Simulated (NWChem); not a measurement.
boron oxyfluoride (BOF); SMILES O=BF

Results from NWChem. Geometry: optimised at PBE-D3(BJ)/def2-SVP. Vertical excitations in the gas phase; the lowest state need not have the same character in each row.

For level CAM-B3LYP/def2-SVPD, TDA:

| Item | Value |
|---|---|
| lowest excitation, singlet (eV) | 8.00 |
| oscillator strength of that lowest state | 0.052 |
| orbital gap (eV) | 11.74 |

Task: Estimate the same quantities for level CAM-B3LYP/def2-SVP, TDA.

Result: 
| Item | Result |
|---|---|
| lowest excitation, singlet (eV) | 8.26 |
| oscillator strength of that lowest state | 0.064 |
| orbital gap (eV) | 12.51 |
